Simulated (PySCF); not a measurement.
Input for PySCF: R-M06-2X/6-31G* on CH5BrO (a complex), monomers drawn apart or pushed together.

```python
from pyscf import gto, scf, dft, mp
from pyscf.data.elements import chemcore

mol = gto.M(
    atom='''
    O     0.34622330    0.03161449   -0.11398864
    H    -0.02326593    0.55664892    0.60845326
    H    -0.32053056    0.05273740   -0.80785887
    C    -0.62734585   -1.50612612    4.88904954
    Br   -1.51192904    0.22942714    5.15105669
    H     0.23701435   -1.52597658    5.54290618
    H    -0.34493486   -1.55753838    3.84325502
    H    -1.34466154   -2.27370576    5.15631997
    ''',
    basis='6-31g*',
    cart=True,
    charge=0, spin=0, verbose=3, max_memory=1800)
mf = dft.RKS(mol, xc='m062x')
mf.conv_tol = 1e-8
mf.max_cycle = 100
mf.kernel()
if not mf.converged:
    mf = mf.newton().run(mf.mo_coeff, mf.mo_occ)
```

It printed:

```
converged SCF energy = -2690.14306107965
```

The run converged.

Cost: very roughly 6 core-seconds.
